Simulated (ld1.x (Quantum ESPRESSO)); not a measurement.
**Reading a pseudo-wave (N)**

Columns: radius, all-electron u(r) and pseudo u(r) of the 2s shell (level -18.42 eV) of nitrogen in the configuration [He] 2s2 2p3; LDA (PZ), scalar-relativistic, RRKJ scheme, ld1.x (Quantum ESPRESSO) 7.5.

```csv
r (bohr),all-electron,pseudo
0.062,0.3204,-0.0577
0.125,0.3883,-0.1154
0.188,0.3180,-0.1716
0.250,0.1828,-0.2254
0.312,0.0218,-0.2792
0.375,-0.1447,-0.3373
0.438,-0.3008,-0.4034
0.500,-0.4377,-0.4796
0.562,-0.5551,-0.5658
0.625,-0.6539,-0.6548
0.688,-0.7327,-0.7327
0.750,-0.7922,-0.7922
0.812,-0.8358,-0.8358
0.875,-0.8656,-0.8656
0.938,-0.8828,-0.8828
1.000,-0.8895,-0.8895
1.062,-0.8877,-0.8877
1.125,-0.8786,-0.8786
1.188,-0.8636,-0.8636
1.250,-0.8443,-0.8443
1.312,-0.8215,-0.8215
1.375,-0.7956,-0.7956
1.438,-0.7676,-0.7676
1.500,-0.7387,-0.7387
1.562,-0.7090,-0.7090
1.625,-0.6783,-0.6783
```

Question: How many radial nodes do the two functions have?

Answer: The all-electron 2s function has n − l − 1 = 1; the pseudo-wave has 0, since the states of the same l below it are removed with the core.

Question: At about which radius was the pseudo-wave matched?

Answer: 0.70 bohr, where the columns begin to agree (steps of 0.06 bohr).

Question: Is the pseudo-wave norm-conserving?

Answer: Yes: the RRKJ scheme keeps the norm inside the radius equal to the all-electron one, which fixes the energy derivative of the logarithmic derivative at the level.
